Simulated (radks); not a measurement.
Numerical settings for the germanium ion Ge8+, [Ar] 3d6. Calculated with a radial shooting solver on a logarithmic mesh with Libxc functionals: scalar-relativistic Kohn-Sham, BLYP, spin-polarised, spherical densities, finite nucleus; open shells are filled with parallel spins first; Fermi nuclear charge, rms radius 4.0742 fm. The defaults (mesh step 0.008 in ln r, mesh end at 40 bohr or more with all orbitals vanishing there, Anderson mixing 0.5 over 9 steps, residual threshold near 1e-9 with the energy settled to 1e-9 hartree or 1e-11 of itself, here a cap of 81 iterations) give E = -2075.9245 hartree and 3d at -191.87 eV in 19 iterations. Run on one thread of a shared host, so times are rough (Arm Neoverse N1): 0.22 s of CPU time, 0.22 s wall, 19 iterations on 2189 mesh points. Changes against that run (0 stands for a change within the tolerance of the run):

| setting | iterations | converged | E (mhartree) | e(3d) (meV) | CPU (s) |
|---|---|---|---|---|---|
| mesh step in ln r 0.2 | 14 | no | diverged | - | 0.06 |
| mesh step in ln r 0.003 | 80 | yes | 0 | 0 | 1.6 |
| mesh step in ln r 0.005 | 31 | yes | 0 | 0 | 0.47 |
| mesh end (bohr) 5 | 19 | yes | 0 | 0 | 0.2 |
| mesh end (bohr) 12 | 19 | yes | 0 | 0 | 0.21 |
| residual threshold 0.1 | 9 | yes | +0.000345 | +4.75 | 0.13 |
| residual threshold 1e-05 | 11 | yes | 0 | -0.222 | 0.15 |
| mixing 0.2 | 20 | yes | 0 | 0 | 0.23 |
| linear mixing, mixing 0.2 | 81 | no | 0 | 0 | 0.76 |
| linear mixing, mixing 0.05 | 81 | no | -0.275 | -1.15e+03 | 0.93 |
| mixing history 20 | 25 | yes | 0 | 0 | 0.29 |
| iteration cap 8 | 8 | no | +0.000345 | +4.75 | 0.1 |

No run marked as converged misses the energy by more than 1 mhartree. A mesh that ends early acts as a hard wall.
